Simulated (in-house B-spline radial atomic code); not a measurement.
# RPBE excitations of Sn2+

Method: RPBE. Computed with a B-spline radial code for spherical atoms: linear response of the closed shell [Kr] 4d10 5s2 with the functional's adiabatic kernel; scalar-relativistic (spin-free one-electron X2C), finite nucleus, no spin-orbit coupling, no double excitations, S, P, D and F terms only; shells from n = 3 respond. Only terms of natural parity with L up to 3 were computed.

Command:
```bash
python run_td.py task.json out
```
Settings (radii: box in bohr, nucleus in fm):
```
Z                        50
electrons                48
configuration            [Kr] 4d10 5s2
hamiltonian              x2c
method                   rpbe,pbe
box_radius               29.48
rms_radius               4.6519
intervals                73
```

Cost of the run: 3 s on 1 thread of Arm Neoverse N1 (shared host).

The lowest states, in the order of their Tamm-Dancoff energies; the method's threshold (minus the highest occupied level) is 25.898 eV. Labels give the largest channel, * marks a mixed state, and oscillator strengths are full-response dipole values. Semilocal kernels can invert the small singlet-triplet splittings of Rydberg terms. Energies in eV:

```tsv
state	full response	Tamm-Dancoff	oscillator strength
5s → 5p 3P	7.051	7.174	-
5s → 5p 1P	9.885	10.316	1.59
5s → 6s 3S	16.533	16.541	-
5s → 5d 3D	?	?	-
5s → 6s 1S	?	?	-
5s → 5d 1D	17.233	17.247	-
5s → 6p 3P	18.838	18.850	-
5s → 6p 1P	19.124	19.168	0.00441
5s → 4f 3F	21.179	21.196	-
5s → 4f 1F	21.310	21.316	-
```

Q: Where does 5s → 6s 1S lie?

A: At 17.056 eV in full response, 17.090 eV in Tamm-Dancoff.

Q: Where does 5s → 5d 3D lie?

A: At 16.755 eV in full response, 16.780 eV in Tamm-Dancoff.

Q: How large is the singlet-triplet splitting of 5s → 5p (P terms) in Tamm-Dancoff?

A: 3.14 eV, from the unrounded values.

Q: What polarisabilities and dispersion coefficient does the method give?

A: Dipole 15.17 bohr³, quadrupole 57.06 bohr⁵, C6 86.08 hartree·bohr⁶ for two such species.
